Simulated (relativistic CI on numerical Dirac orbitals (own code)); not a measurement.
Calculated at this level of theory: Dirac-Coulomb-Breit CI, KLI orbitals optimised for each configuration, model QED, unscaled Slater integrals (own radial code, finite nucleus).

Configuration list (outside the closed core 1s2): 2s2 2p5, 2s 2p6, 2p6 3s, 2p6 3p, 2p6 3d, 2s2 2p4 3s, 2s2 2p4 3p, 2s2 2p4 3d, 2s 2p5 3s, 2s 2p5 3p, 2s 2p5 3d, 2s2 2p4 4s, 2s2 2p4 4p, 2s2 2p4 4d, 2s2 2p4 4f, 2s 2p5 4s, 2s2 2p3 3s2, 2s 2p5 4p, 2s 2p5 4d, 2s2 2p3 3s 3p, 2s 2p5 4f, 2s2 2p4 5s, 2s2 2p4 5p, 2s2 2p4 5d, 2s2 2p3 3s 3d, 2s2 2p4 5f, 2s2 2p3 3p2, 2s2 2p4 5g, 2s2 2p3 3p 3d, 2s 2p4 3s2, 2s2 2p3 3d2, 2s 2p4 3s 3p, 2s 2p4 3s 3d, 2s 2p4 3p2, 2s 2p5 5s, 2s 2p5 5p. Levels of other configurations are missing.

At this charge energies of transitions that change n are usually good to better than 1 %, and those within a shell (Δn = 0) to a few per cent.

Outline of the computed level scheme of Eu LV. Lowest level of each configuration: 2s2 2p5 2P°_3/2 at 0.00 eV; 2s 2p6 2S_1/2 at 1046.39 eV; 2s2 2p4 3s 4P_5/2 at 6029.24 eV; 2s2 2p4 3p 4P°_3/2 at 6136.50 eV; 2s2 2p4 3d 4D_3/2 at 6441.88 eV; 2s 2p5 3s 4P°_5/2 at 7034.37 eV.

Some strong electric-dipole decays among the lowest 45 levels: 2s2 2p4 3d 2P_3/2 → 2s2 2p5 2P°_3/2 (9.6e+14 s⁻¹); 2s2 2p4 3d 2D_5/2 → 2s2 2p5 2P°_3/2 (7.7e+14 s⁻¹); 2s2 2p4 3d 2D_5/2 → 2s2 2p5 2P°_3/2 (5.8e+14 s⁻¹); 2s2 2p4 3d 2P_1/2 → 2s2 2p5 2P°_3/2 (4.1e+14 s⁻¹); 2s2 2p4 3d 4P_1/2 → 2s2 2p5 2P°_3/2 (1.4e+14 s⁻¹); 2s2 2p4 3s 2P_3/2 → 2s2 2p5 2P°_3/2 (1.1e+14 s⁻¹); 2s2 2p4 3s 2D_3/2 → 2s2 2p5 2P°_1/2 (7.4e+13 s⁻¹); 2s2 2p4 3s 2P_1/2 → 2s2 2p5 2P°_1/2 (7.4e+13 s⁻¹).

LS names give the leading component of a level, which can be under half, so a name can repeat, a term be missing and a line seem to break the LS rules.
